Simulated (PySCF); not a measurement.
**ZrN(OH) + HBr → BrZrN + H₂O**

Level: PBE0 in the def2-TZVP basis family, computed in PySCF with density fitting; scalar-relativistic core potentials for atoms from Rb on, none lighter, no spin–orbit coupling; open shells unrestricted.

| species | state and structure | ZPE (kJ/mol) | H(298 K) − H(0) (kJ/mol) | S° (J/(mol K)) |
| --- | --- | --- | --- | --- |
| ZrN(OH) | singlet, Cs, O–H 0.958 Å, Zr–N 1.705 Å, Zr–O 1.983 Å; H–O–Zr 122.4°, N–Zr–O 107.6° | 42.0 | 12.6 | 281.4 |
| HBr | singlet, C∞v, H–Br 1.421 Å | 16.0 | 8.7 | 198.5 |
| BrZrN | singlet, Cs, Zr–Br 2.568 Å, Zr–N 1.687 Å; Br–Zr–N 113.2° | 8.9 | 12.9 | 302.2 |
| H₂O | singlet, C2v, O–H 0.960 Å (×2); H–O–H 105.1° | 56.5 | 9.9 | 188.7 |

Question: Is the gas-phase reaction uphill or downhill in electronic energy at this level, and by how much?

Answer: At PBE0/def2-TZVP, ΔE = -64.1 kJ/mol, downhill. 

Question: Add zero-point, thermal and entropy terms for 298.15 K and 1 bar.

Answer: ΔZPE = 7.4 and Δ[H(298) − H(0)] = 1.5 kJ/mol give ΔH° = -55.2 kJ/mol. ΔS° = 11.0 J/(mol K), so ΔG° = -55.2 − 298.15 × (0.0110) = -58 kJ/mol and log₁₀K = 10.2.

The structures come from searches over a few start shapes, so lower isomers are not excluded.
